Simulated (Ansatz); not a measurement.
# A geometry optimisation of FGaHNO with PBE0-D3(BJ)/def2-SVP

The starting geometry of this gas-phase singlet was optimised with GFN2-xTB.

```yaml
atoms:
  - { symbol: F, position_ang: [-0.4534, 1.6506, 1.0176] }
  - { symbol: Ga, position_ang: [-1.3628, 0.0887, 1.0632] }
  - { symbol: N, position_ang: [1.4250, -0.8616, 1.0413] }
  - { symbol: O, position_ang: [0.2619, -1.2530, 0.8364] }
  - { symbol: H, position_ang: [1.8341, -0.4193, 0.1876] }
```

Q: Predict what it relaxes into with PBE0-D3(BJ)/def2-SVP.

A: It loosens into FGa + HNO, which stay close as a complex. Contacts that open: Ga2–O4 (2.12 → 2.62 Å).

The energy falls by 0.71 eV over 12 steps:

| step | E − E(last) (eV) |
| --- | --- |
| 1 | 0.707 |
| 2 | 0.543 |
| 3 | 0.399 |
| 5 | 0.077 |
| 6 | 0.039 |
| 7 | 0.006 |
| 8 | 0.002 |
| 10 | 0.000 |
| 11 | 0.000 |
| 12 | 0.000 |

Final geometry (Å):

```json
{"atom": "F", "x (Å)": "-0.0175", "y (Å)": "1.2620", "z (Å)": "0.7290"}
{"atom": "Ga", "x (Å)": "-1.5187", "y (Å)": "0.2878", "z (Å)": "1.1016"}
{"atom": "N", "x (Å)": "1.4880", "y (Å)": "-0.9658", "z (Å)": "0.7220"}
{"atom": "O", "x (Å)": "0.4246", "y (Å)": "-1.4615", "z (Å)": "0.9637"}
{"atom": "H", "x (Å)": "1.3283", "y (Å)": "0.0829", "z (Å)": "0.6298"}
```

No frequencies were run, so the end isn't proven a minimum. Run with Ansatz 0.2.0, 82 s on 1 thread of AMD EPYC (Zen 3) (shared host).
